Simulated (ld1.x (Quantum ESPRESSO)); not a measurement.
## Reading a pseudo-wave (O)

Columns: radius, all-electron u(r) and pseudo u(r) of the 2s shell (level -23.96 eV) of oxygen in the configuration [He] 2s2 2p4; PBE, scalar-relativistic, ultrasoft scheme, ld1.x (Quantum ESPRESSO) 7.5.

```tsv
r (bohr)	all-electron	pseudo
0.068	0.3870	-0.1309
0.135	0.3957	-0.2570
0.202	0.2394	-0.3775
0.270	0.0201	-0.4916
0.338	-0.2047	-0.5954
0.405	-0.4053	-0.6860
0.473	-0.5770	-0.7650
0.540	-0.7120	-0.8298
0.608	-0.8152	-0.8820
0.675	-0.8868	-0.9205
0.742	-0.9324	-0.9465
0.810	-0.9567	-0.9608
0.878	-0.9630	-0.9635
0.945	-0.9551	-0.9551
1.013	-0.9361	-0.9361
1.080	-0.9093	-0.9093
1.148	-0.8762	-0.8762
1.215	-0.8394	-0.8394
1.283	-0.7994	-0.7994
1.350	-0.7585	-0.7585
1.418	-0.7164	-0.7164
1.485	-0.6750	-0.6750
1.553	-0.6337	-0.6337
1.620	-0.5940	-0.5940
1.688	-0.5551	-0.5551
1.755	-0.5183	-0.5183
```

(1) How many radial nodes do the two functions have?

(2) At about which radius was the pseudo-wave matched?

(3) Is the pseudo-wave norm-conserving?

## Answers

(1) The all-electron 2s function has n − l − 1 = 1; the pseudo-wave has 0, since the states of the same l below it are removed with the core.

(2) 0.95 bohr, where the columns begin to agree (steps of 0.07 bohr).

(3) No, it belongs to an ultrasoft set: the norm inside the radius is not constrained, and the difference is carried by the augmentation charge.
